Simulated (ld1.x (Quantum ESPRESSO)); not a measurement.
## What one change does to a pseudopotential (titanium, ultrasoft)

titanium, ultrasoft, made with ld1.x (Quantum ESPRESSO) 7.5 (BP86, scalar-relativistic). Core [Ar], reference 3d2 4s1.75 4p0 (charge +0.25). Waves: 4s (bound): rcut 3.10, rcutus 3.30 bohr; 4s channel at 0.3 Ry: rcut 3.10, rcutus 3.30 bohr; 4p (bound, empty): rcut 2.35, rcutus 3.30 bohr; 4p channel at 0.25 Ry: rcut 2.35, rcutus 3.30 bohr; 3d (bound): rcut 1.15, rcutus 1.30 bohr; 3d channel at 0.4 Ry: rcut 1.15, rcutus 1.30 bohr. Local part: all-electron potential smoothed inside 3.15 bohr (lloc = -1). Core correction: a·sin(br)/r model core inside 1.00 bohr. Augmentation charge: PSQ, inside the norm-conserving radii.

All-electron outer shells of the reference configuration (BP86, scalar-relativistic, ld1.x):

```tsv
shell	level (eV)	outermost node (bohr)	outermost maximum (bohr)
3s	-64.40	0.40	0.87
3p	-40.63	0.37	0.90
3d	-6.05	–	0.98
4s	-6.02	1.24	2.85
4p	-2.77	1.38	3.66
```

Change: local potential all-electron potential smoothed inside 1.45 bohr (lloc = -1).

Cutoffs: the cutoffs (Ry, on a coarse ladder) from which the occupation-weighted sum of valence levels, in a spherical-Bessel basis at the reference potential, stays within 10 and 1 mRy of its value at 400 Ry; they do not see the model core or the augmentation charge, which bear on the density cutoff. Errors are all-electron minus pseudo energies relative to the spin-unpolarised reference configuration.

Predict the effect on cutoff, ghosts and configuration errors.

The potential gets neither clearly harder nor softer (55 Ry and 90 Ry → 55 Ry and 90 Ry); a bound ghost appears in s, which as a rule spoils a file; the errors of the 7 common tests hardly move; the range in which the d phases agree widens (upper end 3.3 → at the end of the scan). A state that the projectors do not describe sees the local part alone, so a deeper or shallower local part can create or remove a ghost.

| quantity | base | changed |
| --- | --- | --- |
| cutoff, loose | 55 Ry | 55 Ry |
| cutoff, tight | 90 Ry | 90 Ry |
| bound ghosts | none | s |
| error for 3d2 4s2 4p0, meV [ΔE -1.33 eV] | -0.2 | -0.2 |
| error for 3d2 4s1 4p0, meV [ΔE 6.19 eV] | -5.9 | -6.0 |
| error for 3d2 4s0 4p0, meV [ΔE 19.85 eV] | -59 | -59 |
| error for 3d1 4s2 4p1, meV [ΔE 3.37 eV] | -415 | -402 |
| error for 3d2 4s0 4p2, meV [ΔE 5.03 eV] | -26 | -26 |
| error for 3d3 4s0 4p0, meV [ΔE 6.26 eV] | -261 | -256 |
| error for 3d2 4s1.5 4p0, meV [ΔE 1.69 eV] | -0.6 | -0.6 |
| s: phases at 3.59 bohr within 0.05 rad from the reference energy up to (Ry; the scan ends near 5) | 1.7 | 1.9 |
| p: phases at 3.59 bohr within 0.05 rad from the reference energy up to (Ry; the scan ends near 5) | 2.1 | 1.4 |
| d: phases at 3.59 bohr within 0.05 rad from the reference energy up to (Ry; the scan ends near 5) | 3.3 | to the end of the scan |
| lowest overlap eigenvalue by channel | s 0.41, p 0.64, d 1.00 | s 0.10, p 0.46, d 0.94 |

 A true bound ghost makes a file unfit for plane-wave use even where its test errors are small: the radial tests pick states by their node count and pass the ghost by.
